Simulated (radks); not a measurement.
The strontium ion Sr2+ inside a hard spherical wall (all orbitals vanish at R), configuration held at [Kr] and not refilled when levels cross. Method: scalar-relativistic Kohn-Sham, LDA (Slater exchange, Perdew-Wang correlation), spin-polarised, spherical densities, finite nucleus; Fermi nuclear charge, rms radius 4.224 fm; computed with a radial shooting solver on a logarithmic mesh with Libxc functionals. Eigenvalues in eV for spin up, with the zero of energy where the potential of the charges vanishes at infinity; a dash marks a level that is unbound or too diffuse for the functional's potential to be trusted. A positive occupied level is held by the wall or, in an anion where self-interaction has pushed it up, behind a barrier. The pressure on the wall is -dE/dV.

| R (bohr) | E (hartree) | kinetic (hartree) | e(3p) | e(3d) | e(4s) | e(4p) | e(5s, empty) | e(4d, empty) | pressure (GPa) |
|---|---|---|---|---|---|---|---|---|---|
| free | -3175.15117 | 3254.986 | -269.92 | -142.40 | -54.859 | -36.656 | -13.554 | -13.396 | 0 |
| 20 | -3175.15117 | 3254.986 | -269.92 | -142.40 | -54.859 | -36.656 | -13.554 | -13.396 | < 0.0001 |
| 12 | -3175.15117 | 3254.986 | -269.92 | -142.40 | -54.859 | -36.656 | -13.554 | -13.396 | < 0.0001 |
| 10 | -3175.15117 | 3254.986 | -269.92 | -142.40 | -54.859 | -36.656 | -13.552 | -13.396 | < 0.0001 |
| 5 | -3175.14908 | 3255.013 | -269.83 | -142.32 | -54.797 | -36.592 | -11.144 | -12.837 | 0.545 |
| 3.5 | -3175.03081 | 3255.968 | -267.64 | -140.13 | -53.190 | -34.777 | 3.270 | -8.439 | 60.2 |
| 3 | -3174.70892 | 3257.980 | -263.91 | -136.43 | -50.359 | -31.436 | 20.327 | -2.686 | 298 |
| 2 | -3169.13557 | 3281.502 | -236.06 | -108.76 | -21.183 | 2.955 | 148.66 | 43.790 | 9480 |
